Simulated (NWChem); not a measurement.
Cl/C=C\[SiH2]F (C2H4ClFSi), optimised at PBE0/def2-SVP with NWChem:

```
Item                               Value
---------------------------------  -----
highest occupied level (eV)        -7.82
orbital gap (eV)                    6.90
dipole (D)                          1.66
highest harmonic frequency (cm⁻¹)   3225
zero-point energy (kcal/mol)        33.7
```

All stand in one matching conformer (torsions within 35°), which need not be the lowest.

### Question
One F atom is replaced by H, giving [SiH3]/C=C\Cl (C$_{2}$H$_{5}$ClSi), optimised at the same level. How do these values move?

### Answer
| quantity | new value | change |
|---|---|---|
| highest occupied level (eV) | -7.59 | +0.23 |
| orbital gap (eV) | 6.82 | -0.08 |
| dipole (D) | 1.35 | -0.31 |
| highest harmonic frequency (cm⁻¹) | 3221 | -4 |
| zero-point energy (kcal/mol) | 36.6 | +2.9 |
